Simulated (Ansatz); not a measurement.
PBE exchange is replaced step by step with exact exchange (0 % is PBE, 25 % PBE0; no dispersion term), basis def2-TZVP, Ansatz. System: Ag2Cl (the lowest doublet isomer of a short search). The state is a doublet with charge 0. Geometry: PBE-D4/def2-TZVP, each spin state at its own.

Geometry of the doublet:

```tsv
atom	x (Å)	y (Å)	z (Å)
Ag1	-0.747	0.677	-1.151
Ag2	1.040	0.676	0.896
Cl3	-0.293	-1.353	0.255
```

In the def2 sets Ag takes a core potential; there is no spin–orbit coupling. The structure comes from a short search, and lower isomers may exist.

HOMO and LUMO are taken over both spins.

| exact exchange (%) | HOMO (eV) | LUMO (eV) | gap (eV) | ⟨S²⟩ | quartet − doublet (kJ/mol) |
| --- | --- | --- | --- | --- | --- |
| 0 | -4.58 | -4.08 | 0.50 | 0.752 | 305.1 |
| 5 | -4.69 | -3.88 | 0.80 | 0.753 | 314.0 |
| 10 | -4.79 | -3.69 | 1.11 | 0.753 | 323.0 |
| 15 | -4.90 | -3.49 | 1.41 | 0.754 | 332.2 |
| 35 | -5.33 | -2.71 | 2.62 | 0.756 | 370.1 |
| 50 | -5.66 | -2.14 | 3.52 | 0.757 | 397.9 |

Problem. Fit a straight line to the column «quartet − doublet (kJ/mol)» against the share of exact exchange and predict its value at 25 %.

Solution. With x = exact exchange (%) and y = quartet − doublet (kJ/mol): mean x = 19.17, mean y = 340.4; Σ(x − x̄)(y − ȳ) = 3487, Σ(x − x̄)² = 1871; slope b = 1.864, intercept a = ȳ − b·x̄ = 304.7. The residuals of the fitted rows reach 0.5. At x = 25 the line gives 304.7 + (1.864 × 25) = 351.3; the run gave 351.0, 0.3 less than the line.
